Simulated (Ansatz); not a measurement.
Geometry optimisation, RKS B3LYP-D4/6-31G in Ansatz.

input.yaml

```yaml
crystal:
  periodic: [false, false, false]
  atoms:
    - { symbol: C, position_ang: [-1.9884, -0.7935, 0.8183] }
    - { symbol: O, position_ang: [-0.7548, -1.066, 1.2781] }
    - { symbol: Si, position_ang: [0.3255, -1.0183, -0.0642] }
    - { symbol: C, position_ang: [1.8714, -2.1382, 0.3152] }
    - { symbol: Al, position_ang: [1.177, 1.1689, -0.359] }
    - { symbol: Si, position_ang: [-0.3092, 2.944, -0.8862] }
    - { symbol: H, position_ang: [-2.3711, -1.5048, 0.0798] }
    - { symbol: H, position_ang: [-2.0344, 0.2907, 0.3616] }
    - { symbol: H, position_ang: [-2.7342, -0.7441, 1.7079] }
    - { symbol: H, position_ang: [-0.2871, -1.4687, -1.2698] }
    - { symbol: H, position_ang: [2.5059, -2.1193, -0.5046] }
    - { symbol: H, position_ang: [1.4465, -3.1777, 0.4712] }
    - { symbol: H, position_ang: [2.254, -1.7853, 1.2313] }
    - { symbol: H, position_ang: [2.7101, 1.4831, -0.1624] }
    - { symbol: H, position_ang: [0.0921, 3.5102, -2.1628] }
    - { symbol: H, position_ang: [-1.6709, 2.4384, -0.9832] }
    - { symbol: H, position_ang: [-0.2513, 3.9803, 0.169] }
basis:
  gaussian: { orbitals: "6-31G" }
hamiltonian:
  xc: b3lyp
  dispersion: d4
relax:
  f_tol: 0.02
  max_steps: 50
```

Command:

```bash
$ ansatz run input.yaml --threads 2 --pin off --max-ram 3072MiB --backend cpu --events-out ev --progress --plain --runs-dir out
```

Task: Where does it end, and by what steps?

Result: It converged. The force dipped under the threshold on the way, but the program's further checks kept it going. Limits of this set-up: no polarisation functions. After 31 steps the energy has fallen by 1.162 eV; H14 moved furthest, 1.02 Å.

```json
{"step": "0", "energy less start (eV)": "0.0000", "largest force component (eV/Å)": "5.244", "accepted": "yes"}
{"step": "2", "energy less start (eV)": "-1.1179", "largest force component (eV/Å)": "0.365", "accepted": "yes"}
{"step": "4", "energy less start (eV)": "-1.1438", "largest force component (eV/Å)": "0.110", "accepted": "yes"}
{"step": "6", "energy less start (eV)": "-1.1268", "largest force component (eV/Å)": "0.338", "accepted": "no"}
{"step": "8", "energy less start (eV)": "-1.1510", "largest force component (eV/Å)": "0.143", "accepted": "yes"}
{"step": "10", "energy less start (eV)": "-1.1527", "largest force component (eV/Å)": "0.010", "accepted": "yes"}
{"step": "12", "energy less start (eV)": "-1.1525", "largest force component (eV/Å)": "0.142", "accepted": "no"}
{"step": "14", "energy less start (eV)": "-1.1535", "largest force component (eV/Å)": "0.072", "accepted": "no"}
{"step": "16", "energy less start (eV)": "-1.1550", "largest force component (eV/Å)": "0.026", "accepted": "yes"}
{"step": "18", "energy less start (eV)": "-1.1557", "largest force component (eV/Å)": "0.069", "accepted": "yes"}
{"step": "20", "energy less start (eV)": "-1.1564", "largest force component (eV/Å)": "0.136", "accepted": "yes"}
{"step": "22", "energy less start (eV)": "-1.1578", "largest force component (eV/Å)": "0.043", "accepted": "yes"}
{"step": "24", "energy less start (eV)": "-1.1586", "largest force component (eV/Å)": "0.022", "accepted": "yes"}
{"step": "26", "energy less start (eV)": "-1.1595", "largest force component (eV/Å)": "0.043", "accepted": "yes"}
{"step": "28", "energy less start (eV)": "-1.1600", "largest force component (eV/Å)": "0.088", "accepted": "yes"}
{"step": "30", "energy less start (eV)": "-1.1615", "largest force component (eV/Å)": "0.008", "accepted": "yes"}
{"step": "31", "energy less start (eV)": "-1.1619", "largest force component (eV/Å)": "0.017", "accepted": "yes"}
```

```xyz
17
Properties=species:S:1:pos:R:3
C -2.057 -0.575 0.792
O -0.755 -1.161 1.009
Si 0.512 -1.185 -0.207
C 1.889 -2.253 0.573
Al 1.202 1.127 -0.806
Si -0.413 2.994 -0.803
H -2.572 -1.035 -0.063
H -1.995 0.509 0.619
H -2.646 -0.751 1.694
H -0.017 -1.909 -1.439
H 2.714 -2.392 -0.134
H 1.485 -3.233 0.844
H 2.281 -1.781 1.479
H 2.742 1.423 -1.183
H 0.063 4.227 -1.528
H -1.728 2.590 -1.423
H -0.725 3.407 0.617
```

Run time: 2.1 min on 2 threads of Arm Neoverse V2, with other jobs on the host, peak memory 0.24 GiB.
